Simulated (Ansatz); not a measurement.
Reactions of F$_{2}$GeI$_{2}$, SMILES `[F][Ge]([F])([I])[I]`.

Gas-phase electronic energies from Ansatz, PBE0-D4/def2-TZVP geometries. CCSD(T)/CBS is the MP2 limit (def2-TZVPP, def2-QZVPP) plus CCSD(T) − MP2 in def2-TZVPP, frozen cores. This one scheme is used for every species, atoms too. Functionals use def2-TZVPP. B3LYP here is the variant with VWN-RPA as its local correlation; programs differ in this. Open shells (•) are unrestricted, without spin–orbit coupling. Spin–orbit coupling would lower the free atoms: a little for F; clearly for Ge; strongly for I. def2 core potentials past Kr. For Ge, I outer-core shells are correlated without core-valence functions, so the limit isn't a true one: a few kJ/mol of doubt a bond, and 10 to 20 or more in all where bonds break to atoms. Scalar relativity is left out up to krypton.

| reaction | CCSD(T)/CBS(def2) (kcal/mol) |
| --- | --- |
| `[F][Ge]([F])([I])[I]` → `[F][Ge][F]` + I₂ | 42.5 |
| `[F][Ge]([F])([I])[I]` + H–F → `[F][Ge]([F])([F])[I]` + HI | 6.3 |
| `[F][Ge]([F])([I])[I]` → `[F][Ge]([F])[I]`• + I• | ? |
| `[F][Ge]([F])([I])[I]` → 2 F• + Ge• + 2 I• | 354.0 |

Problem. Fill in the missing values. (Estimate.)

Solution. Ansatz gave: `[F][Ge]([F])([I])[I]` → `[F][Ge]([F])[I]`• + I•: +73.8 kcal/mol.

Largest T1 diagnostic: 0.015, for `[F][Ge][F]`.
